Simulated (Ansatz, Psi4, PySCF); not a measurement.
CH₃, doublet, geometry from GFN2-xTB. Base run: B3LYP5/STO-3G (PySCF).

Here is a job for PySCF.
```python
from pyscf import gto, scf, dft

mol = gto.Mole()
mol.atom = '''
    C     0.000000   -0.000000    0.000000
    H    -0.028276    1.067041   -0.007283
    H     0.938235   -0.509006    0.007484
    H    -0.909960   -0.558035   -0.000202
'''
mol.basis = 'sto-3g'
mol.charge = 0
mol.spin = 1
mol.verbose = 4
mol.build()

mf = dft.UKS(mol)
mf.xc = 'b3lyp5'
mf.kernel()
```

The same geometry, method and basis name were run in Ansatz (a quantum-chemistry and plane-wave program) and Psi4 and PySCF, at each program's defaults and at the settings that a row names. The base is PySCF at its defaults. Differences at the defaults can come from grids, fitting, cores and function types together.

| code and settings | ΔE vs base (mEh) | basis functions | E (Eh) | SCF cycles |
|---|---|---|---|---|
| PySCF, defaults (exact integrals, its default grid, spherical functions) | 0.000 | 8 | -39.31048 | 6 |
| Psi4, defaults (density fitting with its default set, its default grid, spherical functions) | -0.285 | 8 | -39.31077 | 6 |
| Ansatz, defaults (factorised integrals, its default grid, spherical functions) | 0.000 | 8 | -39.31048 | - |
| PySCF, density fitting with def2-universal-jkfit | -0.285 | 8 | -39.31077 | 6 |
| PySCF, fine grid | 0.000 | 8 | -39.31048 | 6 |
| Psi4, exact integrals, spherical functions, fine grid | 0.000 | 8 | -39.31048 | 7 |
| Ansatz, high accuracy | 0.000 | 8 | -39.31048 | - |

Open shells are given as the SCF converged; they aren't shown to be the lowest states, and a large step between rows can be another state.
